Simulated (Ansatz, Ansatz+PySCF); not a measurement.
```csv
atom,x (Å),y (Å),z (Å)
Fe,0.0000,0.0000,0.0000
C,0.0000,0.0000,1.5900
```

Basis set: def2-SVP (spherical functions). Charge 0, multiplicity 3.

Computed with Ansatz (development build ahead of 0.2.0); each method stands on the lowest determinant of its kind that the runs found. Restricted functionals stand beside restricted open-shell atoms, which can lie above the unrestricted atoms usual in DFT and then raise those values.

The atomization energy at this shape (free ground-state atoms in the same class of orbitals less the molecule, no zero-point energy) of triplet FeC:

```
                      method  atomization energy
         PBE0 (unrestricted)        317.9 kJ/mol
PBE0 (restricted open-shell)        264.5 kJ/mol
                         UHF        -15.1 kJ/mol
```

(1) What does ROHF give?

Results:

(1) -540.6 kJ/mol. Caution: another spin multiplicity may lie lower. Caution for PBE0 (unrestricted), UHF: the unrestricted determinant is a mixture of spin states. Caution for PBE0 (restricted open-shell), ROHF: an unrestricted determinant lies well below. Caution for ROHF: the molecule lies well above its atoms at this level.
